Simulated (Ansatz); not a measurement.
Bond stretch in OB (cation, charge +1), lowest triplet found (which spin is the ground state isn't settled by this scan).

Methods: UKS-BLYP = unrestricted BLYP/cc-pVDZ in Ansatz (a quantum-chemistry and plane-wave program); UKS-PBE = unrestricted PBE/cc-pVDZ (Ansatz); UKS-PBE0 = Ansatz with unrestricted PBE0/cc-pVDZ.

Energies are in kcal/mol, each relative to the lowest point of its own curve between 1.07 and 1.62 Å, where full CI is lowest.

```tsv
R / Å	UKS-BLYP	UKS-PBE	UKS-PBE0
1.07	64.4	64.4	60.2
1.17	18.8	18.7	16.2
1.24	4.8	4.8	3.5
1.31	0.0	0.0	0.0
1.36	0.3	0.4	1.3
1.43	4.2	4.4	6.5
1.47	7.6	8.0	10.8
1.52	12.7	13.3	16.8
1.55	16.1	16.7	20.6
1.62	24.3	25.2	29.9
1.69	32.5	33.8	38.8
1.78	42.5	44.4	49.1
```

At the longest distance, 1.78 Å, UKS-PBE0 lies highest above its minimum (49.1 kcal/mol) and UKS-BLYP lowest (42.5 kcal/mol).

The scan ran from 1.07 to 5.14 Å; beyond the distances shown full CI changes its symmetry label.
